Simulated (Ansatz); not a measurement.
TcBrO₃⁺, that is TcO3Br with one electron fewer, relaxed as a doublet with UKS r2SCAN-D4/def2-SVP in Ansatz, starting from the r2SCAN-D4/def2-SVP geometry of the neutral singlet. Force threshold 0.02 eV/Å.

In the def2 sets Tc takes a core potential; there is no spin–orbit coupling.

Start:

```xyz
5

Tc    0.026   -0.108    0.091
O    -1.354   -1.042    0.260
O     1.275   -1.049   -0.509
O     0.464    0.526    1.579
Br   -0.411    1.673   -1.421
```

```csv
step,energy (eV),largest force component (eV/Å),SCF passes
1,-78362.3439,1.666,204
2,-78362.3838,0.344,84
3,-78362.3883,0.200,86
4,-78362.3889,0.109,78
5,-78362.3891,0.063,86
6,-78362.3893,0.036,90
7,-78362.3893,0.023,83
8,-78362.3893,0.024,78
9,-78362.3894,0.054,87
10,-78362.3896,0.087,88
11,-78362.3899,0.132,96
12,-78362.3905,0.184,92
13,-78362.3915,0.229,90
14,-78362.3930,0.267,94
15,-78362.3950,0.299,84
16,-78362.3974,0.325,84
17,-78362.4001,0.330,102
18 (rejected),-78362.2371,4.463,73
19 (rejected),-78362.3970,0.311,90
20,-78362.4041,0.171,88
21,-78362.4046,0.074,78
22,-78362.4049,0.024,77
23,-78362.4049,0.009,65
```

Force components are those of the run's own axes.

End:

```tsv
atom	x (Å)	y (Å)	z (Å)
Tc1	-0.0214	-0.1016	0.1504
O2	-1.3547	-1.0747	0.3264
O3	1.2574	-0.9500	-0.6048
O4	0.4469	0.4806	1.6323
Br5	-0.3282	1.6457	-1.5043
```

By distances, no bond broke or formed. The bond that changes most is Tc1–Br5, from 2.38 to 2.43 Å (atoms count from 1).

No frequencies were taken in this run, so the end may be a saddle point.

Hardware: 2 threads of Arm Neoverse V1 on a shared host. Wall time 9.5 min.
